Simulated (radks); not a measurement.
Values are calculated unless marked as measured or tabulated.
Question: Rh V, 41 electrons, occupied as [Kr] 4d5. Level of theory: scalar-relativistic Kohn-Sham, SCAN, spin-polarised, spherical densities, finite nucleus; open shells are filled with parallel spins first (spin-orbit coupling, left out, can overturn this in heavy ions); meta-GGA in the generalised Kohn-Sham scheme; Fermi nuclear charge, rms radius 4.4945 fm (a radial shooting solver on a logarithmic mesh with Libxc functionals). Some entries of the table are withheld. Estimate them.

| orbital | occ. | eigenvalue (hartree) | <r^2> (bohr^2) |
|---|---|---|---|
| 1s up | 1 | -850.3626 | 0.001439 |
| 1s down | 1 | -850.3625 | 0.001439 |
| 2s up | 1 | -125.5488 | 0.02372 |
| 2s down | 1 | -125.5079 | 0.02371 |
| 2p up | 3 | -112.5977 | 0.01870 |
| 2p down | 3 | -112.5654 | 0.01870 |
| 3s up | 1 | -24.28774 | 0.1737 |
| 3s down | 1 | -24.27123 | 0.1737 |
| 3p up | 3 | -19.99273 | 0.1766 |
| 3p down | 3 | -19.97127 | 0.1765 |
| 3d up | 5 | -13.16662 | 0.1638 |
| 3d down | 5 | -13.12699 | 0.1636 |
| 4s up | 1 | (1) | 1.065 |
| 4s down | 1 | (2) | 1.054 |
| 4p up | 3 | -3.90275 | (3) |
| 4p down | 3 | -3.68541 | (4) |
| 4d up | 5 | -2.08922 | (5) |

Answer: 
(1) 4s up eigenvalue (hartree): -5.13834
(2) 4s down eigenvalue (hartree): -4.93268
(3) 4p up <r^2> (bohr^2): 1.266
(4) 4p down <r^2> (bohr^2): 1.254
(5) 4d up <r^2> (bohr^2): 1.950
